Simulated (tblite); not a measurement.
Compound: C6H6OSi.
Atom-mapped SMILES: `[O:1]=[CH:2][C:3]#[C:4][C:5]1=[CH:6][CH2:7][SiH2:8]1` (hydrogens: H9 on C2; H10 on C6; H11, H12 on C7; H13, H14 on Si8)

Level: GFN2-xTB in tblite, geometry and Hessian alike; calculated harmonic values, unscaled, isolated species. This tight-binding method is rough: wavenumbers can miss measured ones by several per cent, in bad cases by 10 to 20. Modes of hydrogen on silicon can be 10 to 20 % off.

Harmonic wavenumbers (cm⁻¹): 34.1, 73.3, 84.1, 161.3, 216.6, 238.8, 381.0, 401.2, 439.1, 445.5, 521.6, 578.8, 604.9, 648.7, 714.3, 738.6, 761.0, 798.1, 891.3, 918.6, 1011.2, 1048.4, 1173.8, 1196.8, 1259.1, 1361.9, 1458.6, 1622.5, 1724.4, 2243.6, 2285.8, 2297.8, 2707.6, 2969.3, 2991.3, 3071.8.

A = 5743, B = 662.7, C = 612.8 MHz; mass 122.019 u (most abundant isotopes); point group C1, symmetry number 1.

**Question.** What is the zero-point energy?

**Answer.** ½Σν̃ = 20037 cm⁻¹ = 57.29 kcal/mol.

**Question.** Give the ideal-gas entropy at 273.15 K and 1 bar in the rigid-rotor, harmonic-oscillator model (classical rotation).

**Answer.** Translation 39.90, rotation 29.05, vibration 24.65: S = 93.6 cal/(mol K).

**Question.** And Cp and H(273.15 K) − H(0)?

**Answer.** Cp = 32.81 cal/(mol K), of which vibrations give 24.86 (their classical limit is 36 R = 71.5); H(273.15 K) − H(0) = 5.63 kcal/mol without the zero-point energy, 3.46 from vibrations.

**Question.** How do the functions run with temperature in this model?

**Answer.** 
```tsv
T (K)	S (cal/(mol K))	Cp (cal/(mol K))	H − H(0) (kcal/mol)	G − H(0) (kcal/mol)	ln q(vib)
100	69.6	17.4	1.28	-5.68	1.92
200	84.4	26.4	3.46	-13.42	4.31
300	96.8	35.0	6.54	-22.49	6.65
500	117.8	47.6	14.90	-44.02	11.19
800	142.9	59.0	31.04	-83.30	17.40
1000	156.6	63.8	43.35	-113.29	21.12
```

q(vib) and H(0) count from the zero-point level.

**Question.** Which modes carry the vibrational entropy at 273.15 K?

**Answer.** 34.1 cm⁻¹: 5.40; 73.3 cm⁻¹: 3.89; 84.1 cm⁻¹: 3.62; 161.3 cm⁻¹: 2.37; 216.6 cm⁻¹: 1.83; 238.8 cm⁻¹: 1.66 cal/(mol K); the other 30 give 5.88 together.

**Question.** What must be added to the electronic energy to get the Gibbs energy at 273.15 K and 1 bar?

**Answer.** ZPE + [H(273.15 K) − H(0)] − T·S = 57.29 + 5.63 − 25.57 = 37.35 kcal/mol.

**Question.** Blend soft modes into free rotors: weight 1/[1 + (100 cm⁻¹/ν̃)⁴] for the oscillator and the rest for a rotor with moment μB/(μ + B), μ = h/(8π²ν), B = 10⁻⁴⁴ kg m². What vibrational entropy results?

**Answer.** 22.04 cal/(mol K) in place of 24.65, which changes −T·S at 273.15 K by +0.71 kcal/mol.

Hindered rotation and anharmonicity are outside this model. The structure is chiral; the term R ln 2 for an equal mix with its mirror image is left out.
